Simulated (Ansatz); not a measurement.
AlClH6OSi2 (`O[SiH]([SiH3])[AlH][Cl]`). Charge 0, multiplicity 1. All single points use the PBE0-D4/def2-TZVP geometry. It is one conformer, not always the lowest.

```xyz
11

O    -1.259   -1.486   -0.580
Si   -0.040   -0.718    0.247
Si    1.556    0.065   -1.278
Al   -1.016    1.084    1.592
Cl   -3.128    1.059    1.452
H    -2.153   -1.299   -0.285
H     0.663   -1.679    1.154
H     2.095   -1.025   -2.134
H     0.974    1.118   -2.155
H     2.677    0.669   -0.504
H    -0.369    2.211    2.491
```

Question: What is the dipole moment at PBE/def2-TZVPP? (An estimate is asked.)

Answer: The calculation gave: 0.80 D, with components (0.42, 0.28, 0.61) D in this frame, pointing from negative to positive charge.

Question: And with r2SCAN, B3LYP, ωB97M-V? (Estimate.)

Answer: The calculation gave: r2SCAN 0.86 D, B3LYP 0.98 D, ωB97M-V 0.99 D.

Question: Give the Mulliken charges with PBE, ωB97M-V, r2SCAN in def2-TZVPP. (An estimate is asked.)

Answer: Ansatz gave: 
```json
{"atom": "O1", "PBE": "-0.35", "ωB97M-V": "-0.38", "r2SCAN": "-0.42"}
{"atom": "Si2", "PBE": "0.24", "ωB97M-V": "0.21", "r2SCAN": "0.27"}
{"atom": "Si3", "PBE": "0.07", "ωB97M-V": "0.02", "r2SCAN": "0.14"}
{"atom": "Al4", "PBE": "0.40", "ωB97M-V": "0.41", "r2SCAN": "0.51"}
{"atom": "Cl5", "PBE": "-0.24", "ωB97M-V": "-0.25", "r2SCAN": "-0.28"}
{"atom": "H6", "PBE": "0.19", "ωB97M-V": "0.19", "r2SCAN": "0.21"}
{"atom": "H7", "PBE": "-0.08", "ωB97M-V": "-0.05", "r2SCAN": "-0.11"}
{"atom": "H8", "PBE": "-0.04", "ωB97M-V": "-0.01", "r2SCAN": "-0.06"}
{"atom": "H9", "PBE": "-0.04", "ωB97M-V": "-0.02", "r2SCAN": "-0.06"}
{"atom": "H10", "PBE": "-0.04", "ωB97M-V": "-0.02", "r2SCAN": "-0.06"}
{"atom": "H11", "PBE": "-0.11", "ωB97M-V": "-0.10", "r2SCAN": "-0.15"}
```

B3LYP here is the variant with VWN-RPA as its local correlation; programs differ in this.
